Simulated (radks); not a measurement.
Fractional charge and spin in the 5s shell of tin: the spin-up occupation runs from 0 to 1 and the spin-down occupation from 0 to 1; the fullest corner is Sn+, [Kr] 4d10 5p(up 0.5, down 0.5) 5s(up 1, down 1). Calculated with a radial shooting solver on a logarithmic mesh with Libxc functionals: scalar-relativistic Kohn-Sham, LDA (Slater exchange, Perdew-Wang correlation), spin-polarised, spherical densities, finite nucleus; Fermi nuclear charge, rms radius of each element as measured or else 0.836 A^(1/3) + 0.57 fm. Energy (eV) minus the two flat planes that join the four corners (they meet along the diagonal where the two added fractions sum to one electron); zero is where a piecewise linear energy would lie.

down \ up       0     0.5       1
0           0.000  -1.189   0.000
0.5        -1.189   0.216  -1.099
1           0.000  -1.099   0.000

Corners above the fullest one (they belong to Sn2+ and the next ion): (up 1, down 0) 22.504 eV, (up 0, down 1) 22.504 eV, (up 0, down 0) 55.036 eV. With half an added electron in each spin the energy lies 0.216 eV from the planes, and with half an added electron in spin up alone -1.189 eV. The planes are only a guide here: the flat-plane condition holds for ground states with one frontier orbital, while this shell lies below other occupied shells, so the corners above the fullest one are inner-hole states and not the ground states of those ions.
